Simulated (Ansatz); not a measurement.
# Molecular dynamics of H2CO

Input file:

```yaml
crystal:
  lattice:
    - [7.872994, 0.0, 0.0]
    - [0.0, 7.872994, 0.0]
    - [0.0, 0.0, 7.872994]
  atoms:
    - { symbol: O, position: [0.9039585, -0.12573832, 0.71888258] }
    - { symbol: C, position: [0.75938122, -0.08632024, 0.75870619] }
    - { symbol: H, position: [0.65916403, -0.11361901, 0.6615408] }
    - { symbol: H, position: [0.72927165, -0.06680507, 0.90251295] }
    - { symbol: O, position: [0.01738575, -0.04644509, 0.19524995] }
    - { symbol: C, position: [0.09668414, 0.00743826, 0.07520502] }
    - { symbol: H, position: [0.09561637, 0.1463648, 0.04967568] }
    - { symbol: H, position: [0.19610102, -0.05150575, -0.01094916] }
    - { symbol: O, position: [0.16229737, 0.62321083, 0.51441824] }
    - { symbol: C, position: [0.01499779, 0.66318309, 0.48399626] }
    - { symbol: H, position: [-0.03538408, 0.74221939, 0.37450687] }
    - { symbol: H, position: [-0.07200073, 0.62081871, 0.57451386] }
    - { symbol: O, position: [0.83826373, 0.32750783, 0.6310408] }
    - { symbol: C, position: [0.85023287, 0.2454775, 0.50196336] }
    - { symbol: H, position: [0.88009946, 0.30709034, 0.37230399] }
    - { symbol: H, position: [0.82589446, 0.09604806, 0.48929666] }
    - { symbol: O, position: [0.3957339, 0.20286096, 0.70104414] }
    - { symbol: C, position: [0.32667728, 0.31381491, 0.77527243] }
    - { symbol: H, position: [0.22520955, 0.39883104, 0.71192435] }
    - { symbol: H, position: [0.34320347, 0.33716984, 0.91905115] }
    - { symbol: O, position: [0.5064819, 0.87604189, 0.15896469] }
    - { symbol: C, position: [0.46735498, 0.73863137, 0.21380146] }
    - { symbol: H, position: [0.54017538, 0.62715645, 0.18474212] }
    - { symbol: H, position: [0.33917678, 0.71918421, 0.26816576] }
    - { symbol: O, position: [0.99239992, 0.49521819, 0.07166842] }
    - { symbol: C, position: [0.95405056, 0.5415525, -0.06805568] }
    - { symbol: H, position: [1.04686965, 0.57193288, -0.1721958] }
    - { symbol: H, position: [0.82483256, 0.56149063, -0.1082644] }
    - { symbol: O, position: [0.51324646, 0.32771485, 0.1938982] }
    - { symbol: C, position: [0.45237689, 0.24213709, 0.30588378] }
    - { symbol: H, position: [0.45974243, 0.10992334, 0.28892652] }
    - { symbol: H, position: [0.3888911, 0.28966263, 0.4246595] }
basis:
  ecutwfc: 420.0
kpoints:
  mp_grid: { grid: [1, 1, 1] }
hamiltonian:
  xc: pbe
  dispersion: d3bj
scf:
  occupations: { method: fermi_dirac, width: 0.02 }
  lower_state_search: "off"
md:
  timestep: 0.75
  n_steps: 400
  ensemble: nvt_langevin
  temperature: 500.0
  initial_velocities: maxwell_boltzmann
  seed: 21089
  friction: 0.02
```

Run as:

```bash
$ ansatz run input.yaml --threads 1 --pin off --max-ram 3072MiB --backend cpu --events-out ev --progress --plain --runs-dir out
```

It goes on from the last frame of an earlier run, with new velocities.

Output, in part (step lines):

```
md step     0: t =     0.00 fs  T =   484.4 K  F+E_penalty+E_count = -6792.08897891 eV  E_kin = 2.003530 eV  (10 SCF iters)
[... lines left out ...]
```

The steps, from the saved trajectory:

```tsv
time (fs)	T (K)	potential energy less start (eV)
0.0	484	0.000
9.8	553	-0.068
19.5	599	-0.044
29.2	502	-0.129
39.0	473	0.117
48.8	552	-0.229
58.5	431	0.251
68.2	477	0.176
78.0	478	0.194
87.8	518	0.139
97.5	509	0.316
107.2	489	0.189
117.0	414	0.138
126.8	370	-0.001
136.5	397	0.063
146.2	426	0.047
156.0	444	0.227
165.8	463	0.248
175.5	533	0.161
185.2	569	0.079
195.0	583	0.054
204.8	537	-0.155
214.5	436	-0.106
224.2	504	0.108
234.0	551	-0.186
243.8	573	0.020
253.5	501	0.065
263.2	475	0.030
273.0	530	-0.260
282.8	440	0.222
292.5	483	0.275
```

All steps were run. A run of 0.3 ps of so small a system gives no equilibrium averages. Limits of this set-up: coarse k mesh.

Mean squared displacements from the first frame to the last, about the centre of mass: O 1.24 Å², C 1.01 Å², H 2.99 Å².

Last frame:

```xyz
32
Lattice="7.8730 0.0000 0.0000 0.0000 7.8730 0.0000 0.0000 0.0000 7.8730" Properties=species:S:1:pos:R:3
O 5.855 -0.663 5.497
C 5.183 -1.068 6.405
H 5.184 -2.146 6.831
H 4.711 -0.339 7.046
O -0.168 -0.267 1.201
C 0.878 0.266 1.089
H 1.409 0.604 1.963
H 1.361 0.520 0.109
O 2.140 5.564 4.485
C 1.066 5.893 4.086
H 0.945 6.619 3.281
H 0.108 5.633 4.625
O 6.900 3.127 3.928
C 6.126 2.344 4.619
H 5.693 1.386 4.274
H 5.812 2.714 5.584
O 3.621 2.801 5.074
C 2.803 3.216 5.885
H 1.757 2.777 6.003
H 2.705 4.169 6.375
O 2.899 5.865 1.214
C 3.290 4.898 1.766
H 4.402 4.496 1.640
H 2.554 4.328 2.527
O 8.172 3.343 0.673
C 7.673 3.853 -0.268
H 6.684 3.507 -0.668
H 8.021 4.814 -0.673
O 3.715 2.229 0.621
C 4.422 1.479 1.264
H 3.972 0.550 1.593
H 5.509 1.774 1.558
```

The run took 19 min on 1 thread of Arm Neoverse V1, with other jobs on the host, peak memory 0.48 GiB.
